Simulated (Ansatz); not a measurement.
Reaction (hydrogenolysis of a Ga–C bond): `[CH3][GaH][F]` + H₂ → `[F][GaH2]` + CH₄

Computed with Ansatz on PBE0-D4/def2-TZVP structures; ΔE is electronic, products minus reactants. CBS: MP2 limit from def2 TZ/QZ plus the TZ coupled-cluster correction, frozen cores. This one scheme is used for every species. DFT in def2-TZVPP. For Ga outer-core shells are correlated without core-valence functions, which leaves a few kJ/mol of doubt a bond. Scalar relativity is left out up to krypton.

`[CH3][GaH][F]`:

```xyz
7

C     0.825   -0.432    0.025
Ga   -0.827    0.600   -0.057
F    -2.294   -0.379    0.040
H     1.142   -0.527    1.068
H     0.659   -1.436   -0.369
H     1.631    0.051   -0.528
H    -1.135    2.124   -0.178
```

H₂:

Cartesian coordinates in Å:
```
H 0.046 -0.247 0.276
H -0.046 0.247 -0.276
```

`[F][GaH2]`:

```xyz
4

F     0.158   -1.384   -0.852
Ga   -0.012    0.107    0.066
H    -1.210    0.990   -0.388
H     1.064    0.288    1.174
```

CH₄:

```xyz
5

C     0.000    0.000    0.000
H    -0.698    0.446    0.707
H     0.743    0.741   -0.294
H    -0.543   -0.339   -0.882
H     0.499   -0.848    0.468
```

| level | ΔE (kJ/mol) | difference from CCSD(T)/CBS |
| --- | --- | --- |
| B97M-V | -41.7 | -19.0 |
| B2PLYP | -31.4 | -8.7 |
| revPBE | -30.4 | -7.7 |
| r2SCAN | -27.7 | -5.0 |
| HF/def2-SVP | -56.4 | -33.7 |
| CCSD/def2-SVP | -41.8 | -19.1 |
| HF/def2-TZVPP | -51.0 | -28.3 |
| MP2/def2-TZVPP | -21.4 | 1.3 |
| MP2/def2-QZVPP | -19.2 | 3.5 |
| MP2/CBS(def2) | -17.0 | 5.7 |
| CCSD(T)/CBS | -22.7 | 0 |

Largest T1 diagnostic among the species: 0.014.

The D4 term adds +5.4 kJ/mol with B3LYP and +2.9 kJ/mol with PBE0; it sums over pairs of atoms, weighted by their polarisabilities, and B3LYP, whose exchange is more repulsive, gets the larger term. In def2-TZVPP, CCSD(T) changes the Hartree–Fock value by +24.0 kJ/mol (the triples alone add +3.9 kJ/mol) and MP2 by +29.6 kJ/mol. At CCSD(T), def2-SVP lies −16.4 kJ/mol from the extrapolated value and def2-TZVPP −4.3 kJ/mol.

B3LYP here is the variant with VWN-RPA as its local correlation; programs differ in this.
